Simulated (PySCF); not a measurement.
## Pm: excitation energy

Pm [Xe] 4f5 6s2 (high-spin determinant) → Pm [Xe] 4f6 6s1 (8F), as a difference of total energies. Computed with PySCF 2.14 in cc-pVDZ-X2C (8s7p5d3f1g, 84 functions), with scalar relativity by spin-free X2C-1e. Correlated levels: valence: [Kr] 4d10 frozen; valence and next inner shell: [Ar] 3d10 frozen. The calculations carry no spin-orbit coupling.

```tsv
method	excitation energy (eV)
UHF	6.307
LDA	2.713
PBE	2.886
PBE0	3.773
r2SCAN	3.222
MP2 (valence)	4.466
SCS-MP2 (valence)	5.729
MP2 (valence and next inner shell)	4.168
SCS-MP2 (valence and next inner shell)	5.486
```

Problem. How much does correlation contribute at MP2 (valence and next inner shell)?

Solution. 4.168 − (6.307) = -2.139 eV, measured against UHF.

A first-order spin-orbit estimate (lowest level to lowest level, LS coupling) adds 0.171 eV.

In the upper state the promoted electron has a positive orbital energy at LDA, PBE, PBE0, r2SCAN, so the basis confines it.

The determinant of the lower state mixes LS terms, which raises its energy above the lowest term, most at the Hartree-Fock and MP2 levels.
